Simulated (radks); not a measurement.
Task: Species: W. Configuration: [Xe] 4f14 5d4 6s2 (the NIST ground configuration). Calculated with a radial shooting solver on a logarithmic mesh with Libxc functionals: scalar-relativistic Kohn-Sham, PBE, spin-unpolarised, spherical densities, finite nucleus; Fermi nuclear charge, rms radius 5.3658 fm; hard spherical wall at 1.5 bohr. Some entries of the table are withheld. Estimate them.

| orbital | occ. | eigenvalue (Ry) | <r^2> (bohr^2) | r(max) (bohr) |
|---|---|---|---|---|
| 1s | 2 | -5092.613 | 0.0004631 | 0.01146 |
| 2s | 2 | -868.6672 | 0.007126 | 0.06569 |
| 2p | 6 | (1) | 0.005897 | 0.05390 |
| 3s | 2 | -191.2440 | 0.04635 | 0.1854 |
| 3p | 6 | -158.5360 | 0.04715 | 0.1836 |
| 3d | 10 | -120.7660 | 0.03918 | (2) |
| 4s | 2 | -31.27369 | 0.2335 | 0.4227 |
| 4p | 6 | -20.68848 | 0.2691 | 0.4443 |
| 4d | 10 | -7.26235 | 0.3207 | 0.4583 |
| 5s | 2 | 4.01647 | (3) | 0.9357 |
| 4f | 14 | 7.63147 | 0.4277 | 0.4469 |
| 5p | 6 | 7.78386 | 0.9250 | 0.9886 |
| 5d | 4 | 13.40220 | 0.9505 | 1.043 |
| 5f | 0 | 20.53785 | 0.8806 | 1.091 |
| 6s | 2 | 28.89155 | 0.9460 | 1.216 |
| 6p | 0 | 33.46089 | 0.9262 | 1.230 |
| 7s | 0 | 66.65259 | (4) | 1.309 |

Result: 
(1) 2p eigenvalue (Ry): -758.2091
(2) 3d r(max) (bohr): 0.1496
(3) 5s <r^2> (bohr^2): 0.8776
(4) 7s <r^2> (bohr^2): 0.9035
